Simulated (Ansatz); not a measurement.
Computed with Ansatz on PBE0-D4/def2-TZVP structures; ΔE is electronic, products minus reactants. CCSD(T)/CBS adds triple-zeta CCSD(T) − MP2 to the extrapolated MP2 energy (def2 sets, frozen cores). Functionals use def2-TZVPP. B3LYP here is the variant with VWN-RPA as its local correlation; programs differ in this. Elements past krypton have def2 core potentials. For Br, Sn outer-core shells are correlated without core-valence functions, which leaves a few kJ/mol of doubt a bond. Scalar relativity is left out up to krypton. One conformer a species, not always the lowest.

Consider the redistribution: `C[B]([SiH3])[SnH3]` + `ClBBr` → `[Br][SnH3]` + `CB([SiH3])BCl`.

`C[B]([SiH3])[SnH3]`:

Z-matrix (Å, degrees):
```
C
B 1 1.551
H 1 1.093 2 115.5
H 1 1.092 2 116.4 3 131.7
H 1 1.107 2 102.1 3 -113.7
Si 2 2.013 1 122.3 3 23.7
Sn 2 2.263 1 120.0 3 -158.5
H 6 1.495 2 105.8 1 -102.2
H 6 1.490 2 112.6 1 140.8
H 6 1.492 2 114.4 1 16.3
H 7 1.713 2 110.0 1 -97.3
H 7 1.711 2 112.7 1 144.0
H 7 1.714 2 112.7 1 22.1
```

`ClBBr`:

Cartesian coordinates in Å:
```
Cl -0.227 1.663 0.245
B -0.144 -0.051 0.027
Br 1.486 -0.897 -0.444
H -1.116 -0.715 0.172
```

`[Br][SnH3]`:

Cartesian coordinates in Å:
```
Br 0.327 -1.101 -1.963
Sn -0.030 0.101 0.180
H -1.008 1.445 -0.180
H 1.511 0.553 0.739
H -0.800 -0.998 1.224
```

`CB([SiH3])BCl`:

Cartesian coordinates in Å:
```
C -1.521 -0.518 0.465
B -0.218 0.208 0.008
Si 1.526 -0.835 0.036
B -0.092 1.773 -0.493
Cl -0.160 2.095 -2.220
H -1.586 -0.276 1.540
H -1.500 -1.608 0.404
H -2.440 -0.137 0.014
H 2.759 -0.001 0.059
H 1.545 -1.648 -1.215
H 1.571 -1.773 1.195
H 0.115 2.722 0.207
```

| level | ΔE (eV) |
| --- | --- |
| PBE0-D4 | -0.28 |
| B3LYP-D4 | -0.32 |
| B2PLYP | -0.28 |
| PBE | -0.25 |
| HF/def2-TZVPP | -0.53 |
| MP2/def2-TZVPP | -0.11 |
| MP2/def2-QZVPP | -0.15 |
| CCSD/CBS(def2) | -0.27 |

Task: What does CCSD(T)/CBS give? (Best estimate.)

Result: Ansatz gave: -0.22 eV. The listed levels differ from it by -0.06, -0.10, -0.06, -0.03, -0.31, 0.11, 0.07, -0.05 eV.

Largest T1 diagnostic among the species: 0.014.

In def2-TZVPP, CCSD(T) changes the Hartree–Fock value by +0.37 eV (the triples alone add +0.05 eV) and MP2 by +0.42 eV. The D4 term adds +0.03 eV with B3LYP and +0.01 eV with PBE0; it sums over pairs of atoms, weighted by their polarisabilities, and B3LYP, whose exchange is more repulsive, gets the larger term. From PBE to PBE0 (25 % exact exchange), in def2-TZVPP and without D4, ΔE moves by −0.04 eV.
